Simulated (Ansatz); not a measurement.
Ge₂S₄⁻. The state is a doublet with charge -1. Geometry PBE-D4/def2-SVPD; atoms count from 1.

Cartesian coordinates in Å:
```
Ge -0.462 1.883 -0.091
Ge -0.062 -1.399 -0.302
S -0.349 1.188 2.206
S 1.181 0.373 0.959
S -1.660 0.140 -1.068
S 1.352 -2.186 -1.703
```

The structure comes from a short search, and lower isomers may exist.

(1) Estimate the Mulliken populations from the PBE0/def2-TZVPD orbitals of Ansatz.

(2) Where does the spin sit?

(3) And the Mayer bond orders between heavy atoms (over 0.3)?

## Answers

(1) 
```
atom  charge (e)  spin (α − β)
 Ge1        0.36         -0.01
 Ge2        0.50          0.40
  S3       -0.37          0.02
  S4       -0.28          0.08
  S5       -0.55          0.18
  S6       -0.66          0.32
```
Mulliken values depend strongly on the basis. With diffuse functions, as here, like atoms can get unlike values, and bond orders can come out too low or too high.

(2) Summed by element: Ge 0.39, S 0.61, of 1 unpaired in all. Largest on single atoms: Ge2 0.40, S6 0.32, S5 0.18.

(3) Ge1–S3 0.74 (2.40 Å); Ge1–S4 0.57 (2.47 Å); Ge1–S5 0.92 (2.33 Å); Ge2–S4 0.53 (2.50 Å); Ge2–S5 0.82 (2.35 Å); Ge2–S6 1.59 (2.14 Å); S3–S4 0.99 (2.14 Å).
